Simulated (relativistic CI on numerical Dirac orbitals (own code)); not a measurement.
Hyperfine structure of Ta22+, mass number 181

Computed by Dirac-Coulomb-Breit CI, orbitals from a KLI potential per configuration, QED by a radiative potential, unscaled Slater integrals (own radial code, finite nucleus).

Configuration list (outside the closed core [Ar] 3d10 4p6 4d10): 4s2 4f5, 4s2 4f4 5s, 4s2 4f3 5s2, 4s2 4f4 5p, 4s2 4f3 5s 5p, 4s2 4f3 5p2, 4s2 4f4 6s, 4s 4f6. Levels of other configurations are missing.

Nuclear spin I = 7/2, μ = 2.365 μN, Q = 3.17 b (tables of Stone and Pyykkö). The electronic factors are computed for point nuclear moments, without core polarisation or the Bohr-Weisskopf and QED corrections.

```csv
Level,E (eV),A (MHz),B (MHz)
4s2 4f5 6H°_5/2,0.0000,2621,-8610
4s2 4f5 6H°_7/2,0.9774,1836,-7370
4s2 4f5 6H°_9/2,1.9268,1515,-7380
4s2 4f5 6H°_11/2,2.7980,1387,-8220
4s2 4f5 6F°_3/2,2.7997,2046,-1220
4s2 4f5 6F°_1/2,2.8446,5343,
4s2 4f5 6F°_5/2,2.8791,1567,-2210
4s2 4f5 6H°_13/2,3.5780,1347,-9640
```

Levels with J = 0, under 50 % of one LS term, or S terms without an open s electron are left out. Small factors come from cancelling terms and can be off by tens of per cent or more.

At this charge energies of transitions that change n are usually good to better than 1 %, and those within a shell (Δn = 0) to a few per cent. Terms inside the open d or f shell come out 10 to 20 % too wide with unscaled integrals.

Give the hyperfine levels of 4s2 4f5 6H°_5/2 relative to its centre of gravity.

With K = F(F + 1) − I(I + 1) − J(J + 1), E = AK/2 + B[¾K(K + 1) − I(I + 1)J(J + 1)]/[2I(2I − 1)J(2J − 1)]: F = 1: -34100, F = 2: -26400, F = 3: -15770, F = 4: -3313, F = 5: 9484, F = 6: 20780 MHz.

LS names give the leading component of a level, which can be under half, so a name can repeat, a term be missing and a line seem to break the LS rules.
